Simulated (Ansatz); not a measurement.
`C[O][AlH][Cl]` and `C[O][Al]([Cl])[O]C` differ in one atom or group.

Ansatz, PBE0-D4/def2-TZVP geometries, multiplicity 1. Each molecule was computed in one conformer, which needn't be the lowest.

| property | `C[O][AlH][Cl]` |
| --- | --- |
| LUMO energy (PBE0/def2-TZVPP) / eV | -0.75 |
| HOMO energy (PBE0/def2-TZVPP) / eV | -8.47 |
| LUMO energy (ωB97M-V/def2-TZVPP) / eV | 0.86 |
| HOMO–LUMO gap (PBE/def2-TZVPP) / eV | 5.44 |
| HOMO–LUMO gap (PBE0/def2-TZVPP) / eV | 7.72 |
| HOMO energy (PBE/def2-TZVPP) / eV | -6.96 |

(1) Give the same properties after the change, and the shifts. (An estimate is asked.)

Results:

(1) Ansatz gave: 
```csv
property,`C[O][Al]([Cl])[O]C`,shift
LUMO energy (PBE0/def2-TZVPP) / eV,-0.48,0.27
HOMO energy (PBE0/def2-TZVPP) / eV,-8.20,0.27
LUMO energy (ωB97M-V/def2-TZVPP) / eV,1.15,0.29
HOMO–LUMO gap (PBE/def2-TZVPP) / eV,5.28,-0.16
HOMO–LUMO gap (PBE0/def2-TZVPP) / eV,7.72,0.00
HOMO energy (PBE/def2-TZVPP) / eV,-6.65,0.31
```
